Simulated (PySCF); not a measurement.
## Co³⁺ (cobalt, charge +3): PBE calculation

Configuration: [Ar] 3d6, high-spin 5D determinant. All numbers are calculated (PySCF 2.14, the non-relativistic Hamiltonian (point nucleus), in aug-cc-pVTZ).

```json
{
  "Total energy": "-1380.301 hartree",
  "One-electron energy": "-1876.244 hartree",
  "Hartree (Coulomb) energy": "553.971 hartree",
  "Exchange-correlation energy": "-58.027 hartree",
  "Kinetic energy": "1378.75090 hartree",
  "⟨S²⟩": "6.0009",
  "⟨L²⟩": "6.005",
  "Sum of ⟨r⟩": "13.99 bohr",
  "Sum of ⟨r²⟩": "13.13 bohr²",
  "Traceless quadrupole moment −½Σ⟨3z² − r²⟩ along its main axis": "0.326 e·bohr²",
  "Density at the nucleus (Gaussians lack the cusp)": "13300 bohr⁻³",
  "Spin density at the nucleus": "0.255 bohr⁻³",
  "Langevin diamagnetic susceptibility": "-10.4 ×10⁻⁶ cm³/mol"
}
```

```tsv
shell	electrons	mean orbital energy (hartree)	spread (hartree)	rms radius, mean of both spins (bohr)
1s α	1	-277.64856	0	0.0659
1s β	1	-277.64773	0	0.0659
2s α	1	-33.92051	0	0.281
2s β	1	-33.83354	0	0.281
2p α	3	-29.63491	0.04066	0.250
2p β	3	-29.56968	0.02327	0.250
3s α	1	-5.14667	0	0.835
3s β	1	-4.96190	0	0.835
3p α	3	-3.85901	0.07591	0.878
3p β	3	-3.67765	0.02548	0.878
3d α	5	-1.73472	0.08749	1.05
3d β	1	-1.58393	0	1.05
```
